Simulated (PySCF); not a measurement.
**Ca (calcium, neutral): UHF calculation**

Configuration: [Ar] 4s1 4p1, high-spin 3P determinant (an excited configuration). Calculation: PySCF 2.14, in dyall-av3z (25s18p5d4f, 132 functions); no relativity, point nucleus.

```json
{
  "Total energy": "-676.721376 hartree",
  "One-electron energy": "-925.7293 hartree",
  "Hartree (Coulomb) energy": "284.2626 hartree",
  "Exchange energy": "-35.2546 hartree",
  "Kinetic energy": "676.72116 hartree",
  "⟨S²⟩": "2.0001",
  "⟨L²⟩": "2.097",
  "Sum of ⟨r⟩": "21.93 bohr",
  "Sum of ⟨r²⟩": "63.73 bohr²",
  "Traceless quadrupole moment −½Σ⟨3z² − r²⟩ along its main axis": "-14.3 e·bohr²",
  "Density at the nucleus (Gaussians lack the cusp)": "5310 bohr⁻³",
  "Spin density at the nucleus": "1.77 bohr⁻³",
  "Langevin diamagnetic susceptibility": "-50.5 ×10⁻⁶ cm³/mol"
}
```

| shell | electrons | mean orbital energy (eV) | spread (eV) | rms radius, mean of both spins (bohr) |
| --- | --- | --- | --- | --- |
| 1s α | 1 | -4065.4 | 0 | 0.0896 |
| 1s β | 1 | -4065.3 | 0 | 0.0896 |
| 2s α | 1 | -458.73 | 0 | 0.395 |
| 2s β | 1 | -458.60 | 0 | 0.395 |
| 2p α | 3 | -371.85 | 0.047 | 0.363 |
| 2p β | 3 | -371.76 | 0.047 | 0.363 |
| 3s α | 1 | -62.145 | 0 | 1.24 |
| 3s β | 1 | -61.790 | 0 | 1.24 |
| 3p α | 3 | -37.533 | 0.008 | 1.38 |
| 3p β | 3 | -37.319 | 0.267 | 1.38 |
| 4s α | 1 | -7.117 | 0 | 4.37 |
| 4p α | 1 | -4.293 | 0 | 5.39 |

Spin-orbit constants ζ (cm⁻¹) from the X2C one-electron operator on these orbitals (non-relativistic here): bare nucleus, nucleus screened by l(l+1)(2l+1)/3 electrons, and screened by the Breit-Pauli mean field of the electrons.

| shell | bare | screened nucleus | mean field |
| --- | --- | --- | --- |
| 2p | 20990 | 18890 | 17920 |
| 3p | 2029 | 1826 | 1716 |
| 4p | 93.06 | 83.76 | 78.03 |

To first order the Landé constant is A = 39.01 cm⁻¹, so the lowest level has J = 0 and lies 0.00967 eV below the centre of the term. This holds in LS coupling only.
